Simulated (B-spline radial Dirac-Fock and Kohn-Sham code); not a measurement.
# Two-hole binding energies of Hg⁶²⁺

System: mercury as Hg⁶²⁺, [Ne] 3s2 3p6.

The run's input, task.json:

```json
{"items": [{
  "Z": 80,
  "q": 62,
  "cfg": [[1, 0, 2], [2, 0, 2], [2, 1, 6], [3, 0, 2], [3, 1, 6]],
  "A": 202,
  "rrms": 5.4648,
  "do": ["binding", "quiet", "double"]
}]}
```

Run with: `python xray_run.py task.json out`

Model: Dirac-Fock ΔSCF + Breit + QED. Program: a radial finite-basis atomic code. U is the two-hole binding energy less the two single-hole energies, the effective repulsion of the holes after relaxation. Each two-hole energy is an average over J within one jj subconfiguration.

```csv
holes,E(a) (eV),E(b) (eV),E(ab) (eV),U (eV)
1s⁻²,88013.5,88013.5,177718.3,1691.2
1s⁻¹ 2p1/2⁻¹,88013.5,19012.1,107606.6,581.0
1s⁻¹ 2p3/2⁻¹,88013.5,17051.6,?,?
1s⁻¹ 3p1/2⁻¹,88013.5,7442.4,95692.0,236.0
1s⁻¹ 3p3/2⁻¹,88013.5,6933.1,95155.6,208.9
2s⁻²,19608.2,19608.2,39563.6,347.1
2s⁻¹ 2p1/2⁻¹,19608.2,19012.1,38959.1,338.8
2p3/2⁻²,17051.6,17051.6,34460.5,357.3
2s⁻¹ 3p1/2⁻¹,19608.2,7442.4,27241.6,191.0
2p1/2⁻¹ 3s⁻¹,19012.1,7685.9,26882.7,184.7
2s⁻¹ 3p3/2⁻¹,19608.2,6933.1,26720.4,179.1
2p3/2⁻¹ 3s⁻¹,17051.6,7685.9,24918.1,180.6
2p3/2⁻¹ 3p1/2⁻¹,17051.6,7442.4,24687.9,193.9
3p1/2⁻¹ 3p3/2⁻¹,7442.4,6933.1,14514.6,139.1
```

Problem. Give the missing two-hole energy and U.

Solution. E(ab) = 105544.6 eV and U = 479.4 eV.

Values without a named source are computed, but for edge energies of neutral atoms, which are taken from tables.
